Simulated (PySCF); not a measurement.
[PySCF 2.14: structure optimised with GFN2-xTB; shielding tensors at PBE0/pcSseg-1 (GIAO); isolated molecule; relativity neglected; one averaged value for each set of equivalent atoms; one computed conformer]

Chemical shifts δ = σref − σ; TMS for ¹H, ¹³C, all at this level. Shifts are as computed. Against solution values, carbons near 30 ppm lie about +3 ppm off and those near 130 ppm about +5 ppm. Of 1211 compounds with measured shifts, 218 miss one by over three times the rms of a fit or turn the order of signals round; such compounds aren't used in these exercises. OH and NH positions are gas-phase values without hydrogen bonding to other molecules.

Problem. Order these molecules by the shift of their most shielded carbon-bound hydrogen, lowest δ first.
A. C/C(C#N)=C\[Si@@H](O)C(C)C
B. C#CC(=O)C(C)(C)[SiH3]
C. CC#C/C(=C\[SiH2]OC)[SiH2]Cl
D. C1=CCN(C2CCC2)C1

Solution. A (0.96 ppm, hydrogen on a methyl carbon), B (1.55 ppm, hydrogen on a methyl carbon), D (1.86 ppm, hydrogen on an sp3 CH2 in a ring), C (2.32 ppm, hydrogen on a propargylic methyl carbon).

Problem. Order these molecules by the shift of their most shielded carbon, lowest δ first.
A. CC#C/C(=C\[SiH2]OC)[SiH2]Cl
B. C#CC(=O)C(C)(C)[SiH3]
C. C1=CCN(C2CCC2)C1

Solution. A (6.3 ppm, propargylic methyl carbon), C (14.9 ppm, sp3 CH2 in a ring), B (23.3 ppm, methyl carbon).

Problem. How many ¹³C and ¹H signals does each give (equivalence by symmetry and fast rotation, but not about amide C–N or C=N bonds)? `C1=CCN(C2CCC2)C1`, `CC#C/C(=C\[SiH2]OC)[SiH2]Cl`, `C#CC(=O)C(C)(C)[SiH3]`, `C/C(C#N)=C\[Si@@H](O)C(C)C`

Solution. C1=CCN(C2CCC2)C1: 5 C, 7 H; CC#C/C(=C\[SiH2]OC)[SiH2]Cl: 6 C, 5 H; C#CC(=O)C(C)(C)[SiH3]: 5 C, 3 H; C/C(C#N)=C\[Si@@H](O)C(C)C: 7 C, 7 H.
